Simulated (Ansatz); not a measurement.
Basis-set series for C$_{3}$H$_{4}$AlF, SMILES `[CH3][Al]1[CH]=[C]1F`. The species carries charge 0 and has multiplicity 1. The structure was optimised at the PBE0-D4/def2-TZVP level.

| functional | basis | functions | energy (Eh) | HOMO (eV) | LUMO (eV) |
| --- | --- | --- | --- | --- | --- |
| PBE0-D4 | def2-SVP | 94 | -458.34148 | -7.01 | -0.26 |
| PBE0-D4 | def2-TZVPP | 222 | -458.67874 | -7.09 | -0.47 |
| ωB97M-V | def2-SVP | 94 | -458.59073 | -9.21 | 1.36 |
| ωB97M-V | def2-TZVPP | 222 | -458.93581 | -9.31 | 0.95 |

Q: Give the rows for def2-QZVPP. (Estimate.)

A: Ansatz gave: 
```csv
functional,basis,functions,energy (Eh),HOMO (eV),LUMO (eV)
PBE0-D4,def2-QZVPP,418,-458.69769,-7.11,-0.64
ωB97M-V,def2-QZVPP,418,-458.95404,-9.34,0.52
```

Positive LUMOs are unbound and depend on the basis.
